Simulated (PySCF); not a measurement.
disulfane (H2S2), SMILES SS.

Geometry optimised at PBE-D3(BJ)/def2-TZVP.

Computed with PySCF with PBE-D3(BJ)/def2-TZVP.

Frequencies are harmonic and unscaled.

Computed normal modes with their intensities:
| mode | ν (cm⁻¹) | IR (km/mol) | moving atoms (share of kinetic energy) |
|---|---|---|---|
| 1 | 455 | 13.2 | H 95 % |
| 2 | 504 | 0.2 | S 99 % |
| 3 | 866 | 0.1 | H 97 % |
| 4 | 869 | 8.0 | H 94 % |
| 5 | 2549 | 2.0 | H 97 % |
| 6 | 2553 | 8.1 | H 97 % |
